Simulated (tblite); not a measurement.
**Question.** What does the GFN2-xTB structure of `C#C[Si@]([SiH3])(Cl)O[SiH3]` look like in three dimensions?

**Answer.** 
```
atom  x, y, z in Å
C1     1.9875   -1.7957   -1.5987
C2     1.3772   -1.1915   -0.7569
Si3    0.4745   -0.2138    0.5413
Si4    1.2587    1.9173    0.9342
Cl5    0.4210   -1.4314    2.1702
O6    -1.0568   -0.0382    0.0267
Si7   -2.5544   -0.4701   -0.4296
H8     2.5147   -2.3337   -2.3340
H9     2.5773    1.8728    1.5739
H10    1.4091    2.6625   -0.3198
H11    0.3824    2.7108    1.8040
H12   -3.0235   -1.5307    0.4584
H13   -2.4516   -0.9250   -1.8132
H14   -3.3167    0.7662   -0.2785
```

Any rigid rotation of these coordinates is as good. Atoms count from 1 in this order. O6 (siloxane oxygen) is bent (angle 158.3°). Si3 (chlorine-bound silicon) is distorted tetrahedral (angles from 104.9° to 116.1°). Si4 (SiH3 silicon) is distorted tetrahedral (angles from 107.1° to 113.4°). Si7 (oxygen-bound silicon) is distorted tetrahedral (angles from 103.1° to 113.5°).

Bonds between heavy atoms (Å): C1≡C2 1.203, C2–Si3 1.859, Si3–Si4 2.304, Si3–Cl5 2.034, Si3–O6 1.625, O6–Si7 1.624.

Structure optimised with GFN2-xTB, isolated species.

Point group: C1 (no symmetry element, even within 0.4 Å). Its GFN2-xTB frequencies are all real (lowest 17 cm⁻¹). The numbers are those of one conformer (C2–Si3–O6–Si7 63°).

Hardware: Arm Neoverse N1, one thread, on a shared host. Cost: 2.2 s of wall time. These figures are those of the optimisation.

The numbers are calculated, not measured.
